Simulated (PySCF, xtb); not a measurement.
C2H5ClFNSi, SMILES N[Si@H](Cl)/C=C/F.

GFN2-xTB run with xtb 6.7.1 at its own geometry gives an orbital gap of 4.36 eV and a dipole moment of 2.97 D.

The structure is a stationary point at TPSSh-D3(BJ)/def2-SVP. The structure was generated by enumeration; whether it is a known compound was not checked. Other conformers were not sampled.

**Question.** What does B3LYP/def2-TZVP (PySCF) give? (The exact figures need the calculation; the answer reports its results.)

**Answer.** gap 6.82 eV (levels -7.70 and -0.88 eV), dipole 1.92 D.
